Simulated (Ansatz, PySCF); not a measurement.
Spin states of COW (SMILES [O+]#[C-]->[W]), each relaxed with B3LYP-D3(BJ)/def2-TZVP.
State 1 (charge 0, multiplicity 5):
```xyz
3

W     -1.0716    -0.8569    -0.9771
O      0.8896     0.7569     0.7864
C      0.1488     0.1474     0.1203
```
State 2 (charge 0, multiplicity 7):
```xyz
3

W     -1.12259    -0.99058    -0.98935
O      0.92374     0.60364     0.88358
C      0.16568     0.43432     0.03536
```

Singlets are restricted, other states unrestricted; no spin–orbit coupling, no relativity up to Kr; see below for the cores. The largest T1 diagnostic is 0.049.

Programs: Ansatz (a first-principles code); PySCF for the dispersion terms.  In def2 rows elements past Kr take small-core potentials, without spin–orbit coupling.

```
level                     energy of the multiplicity-7 state less that of the multiplicity-5 state (kcal/mol)
------------------------  -----------------------------------------------------------------------------------
PBE-D3(BJ)/def2-TZVPP                                                                                   12.54
BLYP-D3(BJ)/def2-TZVPP                                                                                  15.70
r2SCAN-D3(BJ)/def2-TZVPP                                                                                 5.44
r2SCAN-D4/def2-TZVPP                                                                                     5.44
B3LYP-D3(BJ)/def2-TZVPP                                                                                 12.13
BHLYP-D3(BJ)/def2-TZVPP                                                                                  7.68
BHLYP-D4/def2-TZVPP                                                                                      7.66
CAM-B3LYP-D4/def2-TZVPP                                                                                     …
wB97X-V/def2-TZVPP                                                                                          …
```

**Question.** Complete the blanks.

**Answer.** 
- CAM-B3LYP-D4/def2-TZVPP, energy of the multiplicity-7 state less that of the multiplicity-5 state (kcal/mol): 10.26
- wB97X-V/def2-TZVPP, energy of the multiplicity-7 state less that of the multiplicity-5 state (kcal/mol): 10.65

Doubts at one or more of the structures used: a spin-contaminated determinant (BHLYP-D3(BJ)/def2-TZVPP, BHLYP-D4/def2-TZVPP).
